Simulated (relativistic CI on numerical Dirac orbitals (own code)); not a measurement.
Method of calculation: Dirac-Coulomb-Breit CI, KLI orbitals optimised for each configuration, model QED, unscaled Slater integrals (own radial code, finite nucleus).

Configurations in the expansion (outside the closed core [Ne]): 3s²3p⁶3d³, 3s²3p⁵3d⁴, 3s3p⁶3d⁴, 3s²3p⁶3d²4s, 3s²3p⁶3d²4p, 3s²3p⁶3d²4d, 3s²3p⁶3d4s4p, 3s²3p⁶3d²4f, 3s²3p⁶3d²5s, 3s²3p⁶3d²5p, 3s²3p⁵3d³4s, 3s²3p⁶3d4p4d, 3s²3p⁶3d²5d, 3s²3p⁵3d³4p, 3s²3p⁶3d²5f, 3s²3p⁶3d²5g, 3s²3p⁶3d²6s, 3s²3p⁶3d²6p, 3s²3p⁶3d²6d, 3s²3p⁵3d³4d, 3s3p⁶3d³4s, 3s²3p⁵3d³4f, 3s3p⁶3d³4p, 3s²3p⁵3d³5p, 3p⁶3d⁵, 3p⁵3d⁶, 3s²3p⁶3d4s², 3s²3p⁶4s²4p, 3s²3p⁶4s²4d, 3s²3p⁶4s²4f, 3s²3p⁶3d4p², 3s²3p⁶4s4p², 3s²3p⁶4p³, 3s²3p⁶4p²4d, 3s²3p⁶4p²4f, 3s²3p⁶3d4s4d, 3s²3p⁶4s4p4d, 3s²3p⁶4s4d², 3s²3p⁶4s4d4f, 3s²3p⁶3d4d², 3s²3p⁶4p4d², 3s²3p⁶4d³, 3s²3p⁶4d²4f, 3s3p⁶3d²4s², 3s3p⁶3d4s²4p, 3s3p⁶3d4s²4d, 3s3p⁶3d4s²4f. Double excitations out of closed p, d and f shells are left out; levels of such configurations are missing from the list, as are those of other unlisted configurations, and high levels can miss mixing partners. These lack a partner that the ground configuration has and come out too high: 3s²3p⁵3d³4s, 3s²3p⁵3d³4p, 3s²3p⁵3d³4d, 3s²3p⁵3d³4f, 3s²3p⁵3d³5p.

At this charge energies of transitions that change n are usually good to better than 1 %, and those within a shell (Δn = 0) to a few per cent. Terms inside the open d or f shell come out 10 to 20 % too wide with unscaled integrals.

Outline of the computed level scheme of Zn X. Lowest level of each configuration: 3s²3p⁶3d³ ⁴F3/2 at 0.0000 eV; 3s²3p⁵3d⁴ ⁶D°9/2 at 65.3289 eV.

Some strong electric-dipole decays among the lowest 45 levels: 3s²3p⁵3d⁴ ⁴S°3/2 → 3s²3p⁶3d³ ⁴P1/2 (3.1e+09 s⁻¹); 3s²3p⁵3d⁴ ⁴G°9/2 → 3s²3p⁶3d³ ⁴F7/2 (2.5e+09 s⁻¹); 3s²3p⁵3d⁴ ⁴G°11/2 → 3s²3p⁶3d³ ⁴F9/2 (1.9e+09 s⁻¹); 3s²3p⁵3d⁴ ⁴S°3/2 → 3s²3p⁶3d³ ⁴P3/2 (1.9e+09 s⁻¹).

LS names give the leading component of a level, which can be under half, so a name can repeat, a term be missing and a line seem to break the LS rules.
